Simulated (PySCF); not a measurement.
C2H6Be, charge -1, doublet, at a GFN2-xTB geometry (such geometries of metal compounds can be far from the true shape) (a state made from the parent by changing its charge; the spin is typed, not shown lowest) (in this run its highest filled SCF level lies above zero, so its values depend strongly on the basis, on diffuse functions most of all). Base run: PySCF with BLYP/pcseg-1.

PySCF was given this input:
```python
from pyscf import gto, scf, dft

mol = gto.Mole()
mol.atom = '''
    Be   -0.493302    0.641188   -0.516111
    C     1.245745    0.062473   -0.900229
    H     1.263635   -1.033426   -1.017434
    H     1.911223    0.269058   -0.045991
    H     1.790759    0.449634   -1.782472
    C    -1.128045   -0.215458    1.023370
    H    -1.111348   -1.308726    0.882850
    H    -2.138828    0.002781    1.418309
    H    -0.448429   -0.026168    1.870332
'''
mol.basis = 'pcseg-1'
mol.charge = -1
mol.spin = 1
mol.verbose = 4
mol.build()

mf = dft.UKS(mol)
mf.xc = 'blyp'
mf.kernel()
```

Each row names what was changed in the base input (with any setting that the change needs).

```
change                                                                            ΔE vs base (mEh)  SCF cycles  <S^2>
--------------------------------------------------------------------------------  ----------------  ----------  -----
base                                                                                         0.000           9  0.751
diis = off; damp = 0.6 (with mf.diis_start_cycle = 200; with mf.max_cycle = 150)             0.000          17  0.751
DIIS = ADIIS                                                                                 0.000          16  0.751
init_guess = vsap                                                                            0.000          11  0.751
level_shift = 1.0 (with mf.max_cycle = 100)                                                  0.000          69  0.751
conv_tol_grad = 1e-7                                                                         0.000          12  0.751
solver = newton                                                                              0.000           -  0.751
init_guess = huckel                                                                          0.000          11  0.751
conv_tol_grad = 1e-3                                                                         0.000           9  0.751
conv_tol = 1e-12                                                                             0.000          12  0.751
level_shift = 0.3 (with mf.max_cycle = 100)                                                  0.000          25  0.751
init_guess = mod_huckel                                                                      0.000          11  0.751
init_guess = atom                                                                            0.000          11  0.751
```

Open shells are given as the SCF converged; they aren't shown to be the lowest states, and a large step between rows can be another state.
